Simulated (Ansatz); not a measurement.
# Molecular dynamics of AlSi16

Input file:

```yaml
accuracy: low
crystal:
  lattice:
    - [0.0, 5.43, 5.43]
    - [5.43, 0.0, 5.43]
    - [5.43, 5.43, 0.0]
  atoms:
    - { symbol: Si, position: [0.01200645, 0.02965793, -0.05556553] }
    - { symbol: Si, position: [0.11093981, 0.13472172, 0.13399311] }
    - { symbol: Si, position: [0.01282403, -0.03292786, 0.50364387] }
    - { symbol: Si, position: [0.13541154, 0.13474019, 0.57103641] }
    - { symbol: Si, position: [-0.00659408, 0.49422961, 0.019405] }
    - { symbol: Si, position: [0.15431264, 0.647942, 0.08846514] }
    - { symbol: Si, position: [0.03388193, 0.51707595, 0.47121519] }
    - { symbol: Si, position: [0.15735203, 0.58724957, 0.64111923] }
    - { symbol: Si, position: [0.49231776, -0.00552486, 0.01449753] }
    - { symbol: Si, position: [0.61398929, 0.12158348, 0.13972074] }
    - { symbol: Si, position: [0.48667744, -0.01562243, 0.52967793] }
    - { symbol: Si, position: [0.62492371, 0.11016999, 0.63767458] }
    - { symbol: Si, position: [0.52530956, 0.48597069, 0.00698962] }
    - { symbol: Si, position: [0.62659677, 0.62490224, 0.13818716] }
    - { symbol: Si, position: [0.54104058, 0.48484483, 0.50398933] }
    - { symbol: Si, position: [0.65386975, 0.60578809, 0.63046387] }
    - { symbol: Al, position: [-0.12274719, 0.88243189, 0.34661554], spin: 1.0 }
magnetization:
  spin_polarized: true
basis:
  ecutwfc: 420.0
kpoints:
  mp_grid: { grid: [2, 2, 2] }
hamiltonian:
  xc: pbe
  pseudopotentials: { kind: paw, azcp: { folder: soft_1 } }
scf:
  occupations: { method: fermi_dirac, width: 0.05 }
  lower_state_search: "off"
md:
  timestep: 3.0
  n_steps: 110
  ensemble: nvt_langevin
  temperature: 840.0
  initial_velocities: maxwell_boltzmann
  seed: 289482
  friction: 0.05
```

Command:

```bash
$ ansatz run input.yaml --threads 1 --pin off --max-ram 3072MiB --backend cpu --events-out ev --progress --plain --runs-dir out
```

It goes on from the last frame of an earlier run, with new velocities.

Output, in part (warnings, step lines):

```
WARN: the starting moments were not kept: the SCF closed with an absolute magnetisation of 1.2e-5 μB, where they sum to 1 μB in size (1 site). That is at most 0.1 of that sum. Measured as dr2_m measures the in/out step, that magnetisation stands 2.5e-12 eV from none, at or under the dr2_threshold …
md step     0: t =     0.00 fs  T =   790.6 K  F+E_penalty+E_count = -10705.82268854 eV  E_kin = 1.737254 eV  (14 SCF iters)
md step     1: t =     3.00 fs  T =   824.6 K  F+E_penalty+E_count = -10705.75841122 eV  E_kin = 1.812002 eV  (7 SCF iters)
md step     2: t =     6.00 fs  T =   822.1 K  F+E_penalty+E_count = -10705.58936199 eV  E_kin = 1.806604 eV  (7 SCF iters)
md step     3: t =     9.00 fs  T =   661.5 K  F+E_penalty+E_count = -10705.37671091 eV  E_kin = 1.453650 eV  (6 SCF iters)
md step     4: t =    12.00 fs  T =   617.3 K  F+E_penalty+E_count = -10705.19467526 eV  E_kin = 1.356498 eV  (7 SCF iters)
md step     5: t =    15.00 fs  T =   541.0 K  F+E_penalty+E_count = -10705.02105912 eV  E_kin = 1.188776 eV  (8 SCF iters)
md step     6: t =    18.00 fs  T =   461.6 K  F+E_penalty+E_count = -10704.94540089 eV  E_kin = 1.014390 eV  (8 SCF iters)
md step     7: t =    21.00 fs  T =   549.8 K  F+E_penalty+E_count = -10704.96552772 eV  E_kin = 1.208107 eV  (8 SCF iters)
[... lines left out ...]
md step   110: t =   330.00 fs  T =   872.8 K  F+E_penalty+E_count = -10704.79672675 eV  E_kin = 1.917920 eV  (7 SCF iters)
```

The steps, from the saved trajectory:

```tsv
time (fs)	T (K)	potential energy less start (eV)
0	791	0.000
9	662	0.446
18	462	0.877
27	683	0.632
36	857	0.389
45	513	0.336
54	661	0.353
63	822	0.522
72	980	0.619
81	1126	0.685
90	505	1.125
99	686	0.915
108	673	0.660
117	870	0.419
126	886	0.339
135	818	0.419
144	844	0.654
153	626	0.410
162	734	0.332
171	795	0.429
180	757	0.457
189	600	0.563
198	830	0.577
207	840	1.026
216	799	1.349
225	947	1.285
234	1076	0.808
243	772	0.586
252	863	0.571
261	806	0.585
270	1061	0.881
279	1099	1.455
288	1000	1.695
297	732	1.765
306	1049	1.490
315	784	1.543
324	1069	0.922
```

All steps were run. A run of 0.33 ps of so small a system gives no equilibrium averages. Limits of this set-up: coarse k mesh, a small cell, in which the defect meets its images, low accuracy level.

Mean squared displacements from the first frame to the last, about the centre of mass: Si 0.12 Å², Al 0.02 Å².

Last frame:

```xyz
17
Lattice="0.0000 5.4300 5.4300 5.4300 0.0000 5.4300 5.4300 5.4300 0.0000" Properties=species:S:1:pos:R:3
Si -0.252 0.137 0.054
Si 1.313 1.655 1.091
Si 2.997 2.635 -0.356
Si 4.120 3.984 1.090
Si 2.418 -0.001 2.433
Si 3.811 1.375 3.931
Si 5.383 2.675 2.426
Si 6.971 4.005 3.945
Si 0.004 2.854 2.683
Si 1.406 4.109 4.073
Si 2.735 5.278 2.338
Si 4.335 6.433 3.704
Si 2.784 2.967 5.361
Si 4.037 4.364 6.759
Si 5.514 5.416 5.472
Si 7.056 6.920 6.566
Al 6.753 1.333 3.865
```

Time of the run: 23 min on 1 thread of Arm Neoverse V2 (shared host), peak memory 0.66 GiB.
